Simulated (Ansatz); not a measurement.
System: GaH$_{2}$, net charge 1, singlet state. SMILES of the parent species: [GaH2]
Structure (B3LYP-D3(BJ)/def2-TZVP (Ansatz, a quantum-chemistry and plane-wave program) minimum search):
```xyz
3

Ga     0.0000     0.0000     0.0000
H      0.0000     0.0000    -1.5293
H      0.0000     0.0000     1.5293
```
Charge +1, spin multiplicity 1.

Parts of the frozen-core correlation energy in STO-3G (Ansatz, hartree). Frozen orbitals: 14; correlated occupied orbitals by spin: 2 and 2; virtual: 4 and 4. No spin-orbit coupling. Non-relativistic.

| term | value |
|---|---|
| reference (HF) | -1901.79933 |
| MP2 opposite-spin | -0.02114 |
| MP2 same-spin | -0.00012 |
| CCSD correlation | -0.03197 |
| (T) | -0.00024 |
| FCI minus CCSD(T) | -0.00019 |
| T1 diagnostic | 0.008 |
| largest doubles amplitude | 0.097 |
